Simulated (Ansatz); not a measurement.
C₂H₃O₂, charge -1, singlet, at a GFN2-xTB geometry (a gas-phase anion, which may not be bound at this level). Base run: PBE/STO-3G in Ansatz (a quantum-chemistry and plane-wave program).

Input for Ansatz:
Ansatz 0.2 input:
```yaml
crystal:
  periodic: [false, false, false]
  atoms:
    - {symbol: C, position_ang: [-1.15412904, -0.13368505, -0.00475851]}
    - {symbol: O, position_ang: [-0.72670803, -1.11946687, 0.60148897]}
    - {symbol: O, position_ang: [0.00963198, 0.80173294, -0.46742437]}
    - {symbol: C, position_ang: [1.28691312, 0.41218812, -0.14832584]}
    - {symbol: H, position_ang: [1.79443639, 1.15884469, 0.49102832]}
    - {symbol: H, position_ang: [1.24026991, -0.54555805, 0.40753573]}
    - {symbol: H, position_ang: [1.90519756, 0.25756633, -1.05257476]}
basis:
  gaussian:
    orbitals: STO-3G
hamiltonian:
  xc: pbe
total_charge: -1
```

The base run was repeated with changes; each row names its change, and settings that it needs were set with it.

```csv
change,basis functions,E (Eh)
base,23,-224.98317
basis = 3-21G,42,-226.88464
basis = def2-SV(P),(withheld),(withheld)
basis = cc-pVDZ,71,-228.17667
basis = 6-31+G*,82,-228.19880
basis = 6-311G**,(withheld),(withheld)
basis = 6-311++G**,(withheld),(withheld)
basis = def2-SVPD,(withheld),(withheld)
basis = aug-cc-pVDZ,119,-228.22363
"basis = 6-311+G(2d,p)",126,-228.26340
basis = def2-TZVPD,181,-228.28472
basis = def2-QZVPP,318,-228.29566
basis = def2-QZVP,318,-228.29566
```

**Question.** Some entries are withheld; supply them.

**Answer.** 
- basis = def2-SV(P), basis functions: 62
- basis = def2-SV(P), E (Eh): -227.98635
- basis = 6-311G**, basis functions: 90
- basis = 6-311G**, E (Eh): -228.23378
- basis = 6-311++G**, basis functions: 109
- basis = 6-311++G**, E (Eh): -228.25915
- basis = def2-SVPD, basis functions: 110
- basis = def2-SVPD, E (Eh): -228.03467

Totals compare only among sets that treat the same electrons; sets with core potentials leave the core out.

A gas-phase anion may not be bound at this level; its values then depend on the basis.
